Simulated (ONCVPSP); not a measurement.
Ag (Z = 47): one change to an ONCV potential, before and after

ONCVPSP 4.0.1 input, shortened (lines: element, Z, core and valence counts, functional; n l f; lmax; l rc ep ncon nbas qcut; lloc lpopt rc5 dvloc0; l nproj debl; icmod fcfact rcfact), PBE, scalar-relativistic:

```
  Ag 47.00    6    4        4      upf
    1    0    2.00
    2    0    2.00
    2    1    6.00
    3    0    2.00
    3    1    6.00
    3    2   10.00
    4    0    2.00
    4    1    6.00
    4    2   10.00
    5    0    1.00
    2
    0    1.50    0.00    3    8    6.60
    1    1.05    0.00    3    6    6.70
    2    1.85    0.00    4    9    8.30
    4    5    0.85    0.00
    0    2    1.00
    1    3    3.20
    2    2    0.80
    3    3.25    1.50
```

Change: all radii but the core radius scaled by about 1.23 (s 1.84, p 1.30, d 2.28 bohr); local potential polynomial inside 1.04 bohr (lpopt 5, dvloc0 0 Ha).

Cutoffs: the cutoffs (Ha) at which the residual kinetic energy of the hardest occupied pseudo-wave falls to 1 and 0.1 mHa per electron; they do not see the model core or the augmentation charge, which bear on the density cutoff. Errors are all-electron minus pseudo energies relative to the spin-unpolarised reference configuration.

What does the change do?

Of the 4 tests that both files solve, the error grows in 1 and shrinks in 1 by more than 15 % and 0.3 meV (median size 2.2 → 1.5 meV); neither file shows a bound ghost.

```tsv
quantity	base	changed
cutoffs, loose and tight	not determined	21 Ha, 38 Ha
bound ghosts	none	none
GHOST(+) flags under 300 eV	s at 60.1 eV	s at 112.4 eV
error for 4s2 4p6 4d10 5s0, meV [ΔE 7.76 eV]	-1.7	-1.6
error for 4s2 4p6 4d9 5s0, meV [ΔE 29.87 eV]	-2.7	+1.4
error for 4s2 4p6 4d8 5s0, meV [ΔE 66.06 eV]	+14	+78
error for 4s2 4p6 4d10 5s0.5, meV [ΔE 3.02 eV]	-0.5	-0.5
rms error of d²Exc/dni dnj with the model core, mHa	1.96	2.07
```
